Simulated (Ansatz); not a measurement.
System: H₂BO, charge 0, doublet. H2BO (SMILES [BH]O, doublet).
B3LYP-D3(BJ)/def2-TZVP minimum from Ansatz (a program for electronic structure):
```xyz
4

B     -0.4730    -0.6229     0.1195
H     -1.3395    -0.8031    -0.6929
O      0.4179     0.3657     0.0926
H      0.3614     0.9919    -0.6451
```
Charge 0, spin multiplicity 2.

Atomisation energy term by term, kcal/mol (programs: Ansatz). Radicals and triplets start from unrestricted determinants; spin-orbit coupling is neglected. Cores are frozen in correlated methods. Rows without X2C or -DK are non-relativistic. CBS(X,Y): correlation extrapolated as X^-3, Hartree-Fock from the larger set (Q,5: extrapolated as (X+1)exp(-9√X)). A bracket is a step between two methods taken in the basis named. 'core' is core correlation in cc-pwCVTZ, 'X2C' scalar relativity in cc-pVTZ-DK, both at CCSD(T). For partners of very few electrons the exact lower level stands in for a higher one.

```json
[
 {"term": "Hartree-Fock", "basis": "CBS(cc-pVQZ,cc-pV5Z)", "kcal/mol": "241.69"},
 {"term": "CCSD correlation", "basis": "CBS(cc-pVQZ,cc-pV5Z)", "kcal/mol": "75.55"},
 {"term": "(T)", "basis": "CBS(cc-pVQZ,cc-pV5Z)", "kcal/mol": "5.18"},
 {"term": "CCSDT(Q) - CCSD(T)", "basis": "cc-pVTZ", "kcal/mol": "0.10"},
 {"term": "CCSDTQ - CCSDT(Q)", "basis": "cc-pVDZ", "kcal/mol": "-0.05"},
 {"term": "core correlation", "basis": "cc-pwCVTZ", "kcal/mol": "1.39"},
 {"term": "scalar relativity", "basis": "X2C, cc-pVTZ-DK", "kcal/mol": "-0.34"},
 {"term": "sum: De", "basis": "", "kcal/mol": "323.5"}
]
```

The step beyond CCSD(T) by other levels: CCSDTQ in cc-pVDZ 0.34; CCSDT(Q) in cc-pVDZ 0.39 kcal/mol.
